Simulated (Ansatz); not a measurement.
Isomers of CH₅FGeOSi, relaxed with PBE0-D4/def2-TZVP in Ansatz; electronic energies, one conformer each and not always the lowest. Functionals use def2-TZVPP; CBS adds triple-zeta CCSD(T) − MP2 to the MP2 limit of def2-TZVPP and def2-QZVPP.

Outer-core shells of Ge are correlated without core-valence functions. Scalar relativity is left out up to krypton. Spin–orbit coupling is left out.

(1) Order them by energy at frozen-core CCSD(T)/CBS, lowest first. (Best estimate.)
A. `[OH][Ge]1([F])[CH2][SiH2]1`
B. `F[SiH]1[CH2][GeH2][O]1`
C. `F[C@H]1O[Si@H]1[GeH3]`
D. `F[CH]1O[SiH2][GeH2]1`
E. `FC1[O][GeH2][SiH2]1`
F. `O=[C]([SiH3])[GeH2][F]`
G. `F[C@@H]1[O][Ge@H]1[SiH3]`

(2) How do B3LYP-D4, PBE0-D4, B3LYP, PBE-D4 place them (kcal/mol, against `F[SiH]1[CH2][GeH2][O]1`)? (Best estimate.)

Answers

(1) B (0.0 kcal/mol), A (70.1 kcal/mol), D (88.0 kcal/mol), F (92.0 kcal/mol), E (99.4 kcal/mol), C (104.1 kcal/mol), G (114.8 kcal/mol).

(2) Ansatz gave: 
| isomer | B3LYP-D4 | PBE0-D4 | B3LYP | PBE-D4 |
| --- | --- | --- | --- | --- |
| `F[C@@H]1[O][Ge@H]1[SiH3]` | 108.1 | 107.5 | 106.9 | 99.4 |
| `F[CH]1O[SiH2][GeH2]1` | 82.5 | 81.4 | 82.2 | 77.4 |
| `O=[C]([SiH3])[GeH2][F]` | 82.8 | 88.3 | 82.1 | 81.4 |
| `FC1[O][GeH2][SiH2]1` | 93.1 | 91.8 | 92.9 | 86.8 |
| `F[C@H]1O[Si@H]1[GeH3]` | 97.4 | 96.0 | 96.5 | 90.0 |
| `[OH][Ge]1([F])[CH2][SiH2]1` | 67.3 | 65.8 | 66.7 | 61.4 |

B3LYP here is the variant with VWN-RPA as its local correlation; programs differ in this.
